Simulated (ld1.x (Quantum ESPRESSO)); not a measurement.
# PBE RRKJ dataset for fluorine (F), scalar-relativistic all-electron reference.

| Property | Result |
| --- | --- |
| Element | fluorine (F) |
| Generator | ld1.x (Quantum ESPRESSO) 7.5 |
| Type | norm-conserving RRKJ (Kleinman–Bylander form) |
| Functional | PBE |
| Relativity | scalar-relativistic |
| Frozen core | [He] |
| Valence charge | 7 |
| Reference configuration | 2s2 2p5 |
| Partial waves | 2p (bound): rc 1.00 bohr; 2s (bound): rc 0.65 bohr |
| Local potential | the s channel |
| Core correction | Bessel-smoothed model core, default radius (core density twice the valence density) |
| rho0 | 0.02 |

Poles of the logarithmic derivatives, all-electron (AE) and pseudo (PS). s: poles at 2.9 (AE) and 2.9 (PS) Ry. p: poles at 3.0 (AE) and 3.1 (PS) Ry. Test radius 1.10 bohr.

* Cutoffs needed: 140 Ry and 260 Ry (the cutoffs (Ry, on a coarse ladder) from which the occupation-weighted sum of valence levels, in a spherical-Bessel basis at the reference potential, stays within 10 and 1 mRy of its value at 400 Ry)
* Ghost test: no extra level below or beside the all-electron valence levels (p, s, d, f tested) (spherical-Bessel basis up to 400 Ry, 20 bohr box)
* Largest excitation error: +675 meV (all-electron minus pseudo) for 2s2 2p1, out of 7 test configurations
